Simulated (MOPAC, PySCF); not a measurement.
Noncovalent pair: PH3 (SMILES P) (first 4 atoms) with H4OSi (SMILES O[SiH3]); geometry from B3LYP-D3(BJ)/def2-TZVP.
(charge 0, multiplicity 1):
```xyz
10

P     -0.248     0.174    -0.366
H      0.820    -0.504    -0.999
H     -1.262    -0.592    -0.987
H     -0.297     1.228    -1.309
O     -0.211     0.737     3.041
Si     0.196    -0.595     3.918
H     -0.243     0.646     2.077
H     -0.753    -1.717     3.701
H      0.160    -0.189     5.338
H      1.556    -1.090     3.581
```

Counterpoise-corrected where a basis set is named; no monomer relaxation. Rows marked so take none.

Rows in 6-31G* carry no dispersion term and start afresh at each structure (6-31G* with six Cartesian d functions). MP2/6-31G* freezes PySCF's default core. The state that PM3, PM6 reach isn't checked.

The values were computed with MOPAC for PM3, PM6 (differences of heats of formation); PySCF for 6-31G* rows. Each number belongs to the level named beside it.

Q: Predict the interaction energy from MP2/6-31G* (no counterpoise).

A: -4.2 kcal/mol

Q: Predict the interaction energy from PM3.

A: 0.7 kcal/mol

Q: What is the computed interaction energy (PM6)?

A: -1.0 kcal/mol
